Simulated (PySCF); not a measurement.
Species: C6H14PSi (charge +1).
Numbering: `[CH2:1]=[CH:2][C@@H:3]1[C@H:4]([SiH3:5])[CH2:6][P@H+:7]1[CH3:8]` (hydrogens: H9, H10 on C1; H11 on C2; H12 on C3; H13 on C4; H14, H15, H16 on Si5; H17, H18 on C6; H19 on P7; H20, H21, H22 on C8)

Level of theory: PBE0-D3(BJ)/def2-SVP geometry optimisation, gas phase (PySCF).

Q: Give the optimised bond lengths and angles.

A: 
| bond | length (Å) | order |
| --- | --- | --- |
| C1=C2 | 1.334 | double |
| C2–C3 | 1.488 | single |
| C3–C4 | 1.575 | single |
| C4–Si5 | 1.916 | single |
| C4–C6 | 1.562 | single |
| C6–P7 | 1.815 | single |
| P7–C8 | 1.793 | single |
| C3–P7 | 1.836 | single |
| C1–H9 | 1.092 | single |
| C1–H10 | 1.095 | single |
| C2–H11 | 1.097 | single |
| C3–H12 | 1.105 | single |
| C4–H13 | 1.102 | single |
| Si5–H14, Si5–H16 | 1.487 | single |
| Si5–H15 | 1.496 | single |
| C6–H17 | 1.099 | single |
| C6–H18 | 1.102 | single |
| P7–H19 | 1.412 | single |
| C8–H20, C8–H21, C8–H22 | 1.100 | single |

Bonds in one row agree within 0.01 Å and their mean is given. Orders are formal, as drawn. A selection of angles:
| angle | degrees |
| --- | --- |
| C2–C1–H9 | 121.1 |
| C2–C1–H10 | 121.9 |
| H9–C1–H10 | 117.0 |
| C1–C2–C3 | 123.6 |
| C1–C2–H11 | 119.5 |
| C3–C2–H11 | 116.8 |
| C2–C3–C4 | 121.5 |
| C2–C3–P7 | 120.2 |
| C2–C3–H12 | 110.5 |
| C4–C3–P7 | 86.4 |
| C4–C3–H12 | 109.6 |
| P7–C3–H12 | 105.9 |
| C3–C4–Si5 | 116.3 |
| C3–C4–C6 | 98.4 |
| C3–C4–H13 | 110.7 |
| Si5–C4–C6 | 113.4 |
| Si5–C4–H13 | 106.2 |
| C6–C4–H13 | 111.9 |
| C4–Si5–H14 | 106.5 |
| C4–Si5–H15 | 108.2 |
| C4–Si5–H16 | 109.4 |
| H14–Si5–H15 | 109.7 |
| H14–Si5–H16 | 112.5 |
| C4–C6–P7 | 87.5 |
| C4–C6–H17 | 118.8 |
| C4–C6–H18 | 113.2 |
| P7–C6–H17 | 117.2 |
| P7–C6–H18 | 110.0 |
| H17–C6–H18 | 108.8 |
| C6–P7–C8 | 122.7 |
| C6–P7–H19 | 110.0 |
| C8–P7–H19 | 108.5 |
| C3–P7–C6 | 81.1 |
| C3–P7–C8 | 122.0 |
| C3–P7–H19 | 109.9 |
| P7–C8–H20 | 109.9 |
| H20–C8–H21 | 109.7 |

Dihedral angles: C1–C2–C3–C4 -129° (anticlinal); C2–C3–C4–Si5 -23° (synperiplanar); C3–C4–C6–P7 21° (synperiplanar); C4–C6–P7–C8 -140° (anticlinal); C2–C3–P7–C6 142° (anticlinal).

Of the pairs four or more bonds apart, Si5···H11 is among the closest relative to their van der Waals radii: 2.96 Å, 90 % of the sum of Bondi's values. C1 (terminal =CH2 carbon) is planar (angles 121.9°, 121.1° and 117.0°, sum 360.0°, 0.00 Å off the plane of its three neighbours). C2 (alkene CH carbon) is planar (angles 123.6°, 119.5° and 116.8°, sum 360.0°, 0.00 Å off the plane of its three neighbours). Si5 (SiH3 silicon) is tetrahedral (angles from 106.5° to 112.5°). P7 (phosphonium phosphorus) has angles from 81.1° to 122.7°. The C–C distances run from 1.334 Å (C1=C2, drawn double) to 1.575 Å (C3–C4, drawn single), a spread of 0.241 Å. The 4-membered ring C3–C4–C6–P7 has internal angles of 81.1° to 98.4° (sum 353°, against 360° for a flat polygon); it is puckered, 0.14 Å rms from its mean plane, widest ring torsion 21°.

Point group: C1 (no symmetry element, even within 0.4 Å). No frequency check.

The run took 2.9 min of wall time on Arm Neoverse V2, one thread, no GPU (shared host), and the process peaked at 0.89 GiB of memory. This is the geometry optimisation.

One conformer stands for the species.
